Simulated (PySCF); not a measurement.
CH₃AlCl₂, SMILES [CH3][Al]([Cl])[Cl]. Atoms are numbered in the order given.

```xyz
7

Al     0.2700    -0.1007     0.1815
Cl    -1.4530    -1.2991     0.0201
Cl     0.2179     1.7568    -0.8079
C      1.8338    -0.6796     1.1643
H      2.3082     0.1619     1.6941
H      2.5824    -1.0867     0.4624
H      1.5920    -1.4703     1.8914
```
Charge 0, spin multiplicity 1.

Geometry optimised at B3LYP-D3(BJ)/def2-SVP.

Computed with B3LYP/pcJ-1 (PySCF).

Isotropic couplings with Fermi-contact, spin-dipole and both spin-orbit terms, one fixed conformer, no vibrational averaging. Isotopes: 13C, 1H.

Computed spin–spin coupling constants:
```csv
pair,bonds apart,J (Hz)
C4–H5,1,133.7
C4–H6,1,128.0
C4–H7,1,135.6
H5–H6,2,-16.2
H5–H7,2,-13.4
H6–H7,2,-15.4
```
